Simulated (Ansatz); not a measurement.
Reaction (formal exchange of groups at the Se–Al bond): `[AlH2][Se][SiH3]` + silanol → `O[SiH2][Se][SiH3]` + `[AlH3]`

Isolated molecules relaxed with PBE0-D4/def2-TZVP in Ansatz; ΔE leaves out vibrations. CBS: MP2 limit from def2 TZ/QZ plus the TZ coupled-cluster correction, frozen cores. This one scheme is used for every species. Functionals use def2-TZVPP. B3LYP here is the variant with VWN-RPA as its local correlation; programs differ in this. For Se outer-core shells are correlated without core-valence functions, which leaves a few kJ/mol of doubt a bond. Scalar relativity is left out up to krypton. One conformer a species, not always the lowest.

`[AlH2][Se][SiH3]`:

Cartesian coordinates in Å:
```
Al -1.506 1.067 -0.495
Se -1.036 -1.191 -0.346
Si 1.114 -0.893 0.366
H -0.366 2.096 -0.115
H -2.953 1.480 -0.973
H 1.687 -2.249 0.550
H 1.151 -0.159 1.655
H 1.911 -0.151 -0.642
```

`O[SiH3]`:

Z-matrix (Å, degrees):
```
Si
O 1 1.648
H 1 1.489 2 111.7
H 1 1.489 2 111.7 3 120.9
H 1 1.481 2 105.9 3 -119.6
H 2 0.957 1 117.9 3 -60.5
```

`O[SiH2][Se][SiH3]`:

Cartesian coordinates in Å:
```
O -0.519 -0.588 2.353
Si -0.805 -1.002 0.792
Se -1.375 0.787 -0.502
Si 0.711 1.003 -1.392
H 0.060 0.158 2.517
H -1.945 -1.941 0.833
H 0.389 -1.625 0.161
H 1.023 -0.118 -2.312
H 0.723 2.286 -2.135
H 1.736 1.041 -0.316
```

`[AlH3]`:

```xyz
4

Al    0.000    0.000    0.000
H     1.236    0.626    0.772
H     0.098   -0.281   -1.558
H    -1.334   -0.344    0.786
```

Q: Is it downhill or uphill in electronic energy at CCSD(T)/CBS, and by how much? (An estimate is asked.)

A: The calculation gave: Uphill: ΔE = +14.4 kcal/mol.

Q: What do these levels give: PBE-D4, PBE0-D4, B3LYP-D4, ωB97X-V, ωB97M-V, B2PLYP, PBE, r2SCAN, PBE0, B3LYP, MP2/def2-TZVPP, HF/CBS(def2)? (Best estimate.)

A: Computed: PBE-D4 13.2, PBE0-D4 13.7, B3LYP-D4 13.6, ωB97X-V 13.7, ωB97M-V 13.7, B2PLYP 14.9, PBE 14.1, r2SCAN 14.6, PBE0 14.5, B3LYP 15.0, MP2/def2-TZVPP 14.6, HF/CBS(def2) 16.1 kcal/mol.

Largest T1 diagnostic among the species: 0.011.

The D4 term adds −1.4 kcal/mol with B3LYP and −0.8 kcal/mol with PBE0; it sums over pairs of atoms, weighted by their polarisabilities, and B3LYP, whose exchange is more repulsive, gets the larger term. In def2-TZVPP, CCSD(T) changes the Hartree–Fock value by −1.5 kcal/mol (the triples alone add −0.2 kcal/mol) and MP2 by −1.6 kcal/mol.
